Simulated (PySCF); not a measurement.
NMR data simulated for an unnamed compound:

1H NMR (300 MHz, computed): δ 7.86 (d, 1H), 7.64 (m, 1H), 7.61 (m, 1H), 7.48 (s, 1H), 5.36 (s, 2H), 4.02 (s, 3H).

13C{1H} NMR (computed): δ 144.9 (C), 139.8 (C), 138.6 (CH), 137.6 (CH), 136.1 (CH), 134.5 (CH), 54.3 (CH3).

Theoretical values (PySCF): geometry from GFN2-xTB, shielding tensors at PBE0/pcSseg-1 (GIAO). Relativity neglected, gas phase, one averaged value for each set of equivalent atoms, single conformer.

Scale: 1H (31.72 ppm), 13C (186.93 ppm) vs TMS (reference shieldings calculated alike).

Q: Which of these does the molecule contain: a CF3 group, a Si–H bond, a three-membered ring, a benzene ring, a non-aromatic C=C double bond?

A: 
- A CF3 group: no.
- A Si–H bond: yes (δH 5.36 (s)).
- A three-membered ring: no.
- A benzene ring: yes.
- A non-aromatic C=C double bond: no.

The data belong to SMILES [SiH2](OC)c1cccc(Cl)c1, C$_{7}$H$_{9}$ClOSi; they needn't prove each group on their own.

Carbon signals by region: 6 in the sp2 and nitrile region (100–160 ppm), 1 at 50–100 ppm.

Carbons that carry Cl, above all several Cl atoms, come out too deshielded, partly because spin–orbit coupling is missing. Shifts are as computed. Against solution values, carbons near 30 ppm lie about +3 ppm off and those near 130 ppm about +5 ppm; carbons on Cl a further +6 ppm. Of 1309 compounds with measured shifts, 239 miss one by over three times the rms of a fit or turn the order of signals round; such compounds aren't used in these exercises. No couplings were computed; multiplicities are counted from neighbouring protons, with m where these are inequivalent, close in shift, in a saturated or five-membered ring or joined by F or P, and br s for small geminal =CH2 splittings.
